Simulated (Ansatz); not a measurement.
Cost and result for the atomization energy of C2H8SSn, SMILES `SC[CH2][SnH3]` (12 atoms, 11 bonds).

```xyz
12

S     1.703   -0.897   -1.976
C     1.025   -0.161   -0.453
C    -0.484   -0.281   -0.480
Sn   -1.407    0.558    1.275
H     3.002   -0.671   -1.715
H     1.334    0.885   -0.401
H     1.445   -0.686    0.408
H    -0.898    0.232   -1.351
H    -0.788   -1.329   -0.546
H    -1.007    2.216    1.388
H    -3.103    0.384    1.186
H    -0.821   -0.250    2.664
```

Total charge 0; spin multiplicity 1. Correlated methods include outer-core shells of Sn, which these sets cover unevenly. Sn takes the def2 core potential. The structure was optimised at the PBE0-D4/def2-TZVP level. It is one conformer, not always the lowest. Program: Ansatz. All runs use 4 threads of an Arm Neoverse V1 on a shared host. Times are those of one run each, without the atoms' runs, and a repeat can differ threefold. Electronic energies, without spin–orbit coupling; frozen cores. CCSD(T)/CBS adds CCSD(T) − MP2 in def2-TZVPP to the MP2 limit, and its time is that of the two runs behind it. T1 = 0.012. With those shells the extrapolation isn't a true limit. B3LYP takes the VWN-RPA correlation (the form of Gaussian; ORCA's B3LYP/G).

CCSD(T)/CBS is a level of theory with its own doubt, some kJ/mol a heavy atom from the limit and from the frozen cores, so smaller differences don't rank the functionals.

```json
{"level": "PBE-D4/def2-TZVPP (with forces)", "functions": "266", "wall time": "3.5 s"}
{"level": "PBE0-D4/def2-TZVPP", "functions": "266", "wall time": "4.4 s"}
{"level": "r2SCAN-D4/def2-TZVPP (with forces)", "functions": "266", "wall time": "7 s"}
{"level": "B3LYP-D4/def2-TZVPP (with forces)", "functions": "266", "wall time": "7 s"}
{"level": "B2PLYP/def2-TZVPP", "functions": "266", "wall time": "8 s"}
{"level": "ωB97X-V/def2-TZVPP", "functions": "266", "wall time": "11 s"}
{"level": "ωB97M-V/def2-TZVPP (with forces)", "functions": "266", "wall time": "17 s"}
{"level": "MP2/def2-QZVPP", "functions": "506", "wall time": "40 s"}
{"level": "CCSD(T)/def2-TZVPP", "functions": "266", "wall time": "5.7 min"}
{"level": "CCSD(T)/CBS(def2)", "functions": "–", "wall time": "6.4 min"}
```

Question: What atomization energy does each give, and how far from CCSD(T)/CBS? (An estimate is asked.)

Answer: The calculation gave: 
```csv
level,atomization (kcal/mol),difference from CCSD(T)/CBS,per bond
PBE-D4/def2-TZVPP (with forces),918.4,3.4,0.3
PBE0-D4/def2-TZVPP,910.0,-5.0,-0.5
r2SCAN-D4/def2-TZVPP (with forces),910.7,-4.3,-0.4
B3LYP-D4/def2-TZVPP (with forces),908.3,-6.7,-0.6
B2PLYP/def2-TZVPP,896.8,-18.2,-1.7
ωB97X-V/def2-TZVPP,916.7,1.7,0.2
ωB97M-V/def2-TZVPP (with forces),913.4,-1.6,-0.1
MP2/def2-QZVPP,902.8,-12.2,-1.1
CCSD(T)/def2-TZVPP,893.3,-21.7,-2.0
CCSD(T)/CBS(def2),915.0,0.0,0.0
```

From PBE to PBE0 (25 % exact exchange), in def2-TZVPP and without D4, the atomization energy moves by −7.5 kcal/mol: exact exchange takes away binding that semilocal exchange gives to molecules. The D4 term adds +9.9 kcal/mol with B3LYP and +5.2 kcal/mol with PBE0; it sums over pairs of atoms, weighted by their polarisabilities, and B3LYP, whose exchange is more repulsive, gets the larger term. In def2-TZVPP, CCSD(T) changes the Hartree–Fock value by +229.0 kcal/mol (the triples alone add +12.1 kcal/mol) and MP2 by +225.7 kcal/mol; breaking electron pairs costs correlation energy, which Hartree–Fock lacks.

Spin–orbit coupling would lower the free Sn atoms strongly, and the atomization energy with them, by more than many differences here. For some Ge, Se and Sn compounds the MP2-based and the directly extrapolated limit differ by 10 to 25 kJ/mol.
